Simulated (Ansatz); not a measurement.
Start from `BNC` and change one atom or group to get `CCBNC`.

Ansatz, PBE0-D4/def2-TZVP geometries, multiplicity 1. Each molecule was computed in one conformer, which needn't be the lowest.

```
                             property   `BNC`
   HOMO energy (PBE0/def2-TZVPP) / eV   -7.89
 HOMO–LUMO gap (PBE0/def2-TZVPP) / eV    8.14
  HOMO energy (B3LYP/def2-TZVPP) / eV   -7.66
  HOMO–LUMO gap (PBE/def2-TZVPP) / eV    5.92
    HOMO energy (PBE/def2-TZVPP) / eV   -6.61
HOMO energy (ωB97M-V/def2-TZVPP) / eV  -10.24
```

What does the change do to each property? (An estimate is asked.)

Ansatz gave: 
```json
{"property": "HOMO energy (PBE0/def2-TZVPP) / eV", "`CCBNC`": "-7.57", "shift": "0.32"}
{"property": "HOMO–LUMO gap (PBE0/def2-TZVPP) / eV", "`CCBNC`": "8.38", "shift": "0.24"}
{"property": "HOMO energy (B3LYP/def2-TZVPP) / eV", "`CCBNC`": "-7.35", "shift": "0.31"}
{"property": "HOMO–LUMO gap (PBE/def2-TZVPP) / eV", "`CCBNC`": "6.12", "shift": "0.20"}
{"property": "HOMO energy (PBE/def2-TZVPP) / eV", "`CCBNC`": "-6.28", "shift": "0.33"}
{"property": "HOMO energy (ωB97M-V/def2-TZVPP) / eV", "`CCBNC`": "-9.92", "shift": "0.32"}
```

With PBE0 the HOMO rises by 0.32 eV and the LUMO rises by 0.56 eV, so the gap widens by about 0.24 eV. PBE moves the HOMO by 0.33 eV and ωB97M-V by 0.32 eV.

B3LYP here is the variant with VWN-RPA as its local correlation; programs differ in this.
